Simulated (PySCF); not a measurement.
Niobium: a sound run and one with changed settings

Sound run: Nb⁺ [Kr] 4d4, Nb²⁺ [Kr] 4d3. Computed with PySCF 2.14 in cc-pVTZ-PP with ECP28MDF, with a scalar-relativistic core potential. The sound run starts from symmetry-adapted Hartree-Fock orbitals and uses a fine grid where one is needed.

Changed run: radial step 0.3 in ln r (0.13 in the sound run). This setting is unsound on purpose.

```csv
species,method,sound run (hartree),changed run (hartree),converged
Nb⁺,UHF,-55.92933,-55.92933,yes
Nb⁺,r2SCAN,-56.41566,-56.41723,yes
Nb⁺,PBE,-56.38979,-56.39064,yes
Nb²⁺,UHF,-55.44967,-55.44967,yes
Nb²⁺,r2SCAN,-55.88777,-55.88938,yes
Nb²⁺,PBE,-55.85742,-55.85828,yes
```

Ionisation energy of Nb⁺:

```json
{"method": "UHF", "sound run (eV)": "13.052", "changed run (eV)": "13.052"}
{"method": "PBE", "sound run (eV)": "14.487", "changed run (eV)": "14.486"}
```

A coarse radial grid mis-integrates the density and the exchange-correlation energy, with errors of either sign; Hartree-Fock needs no grid.

For comparison, NIST gives 14.32 eV between the lowest levels.
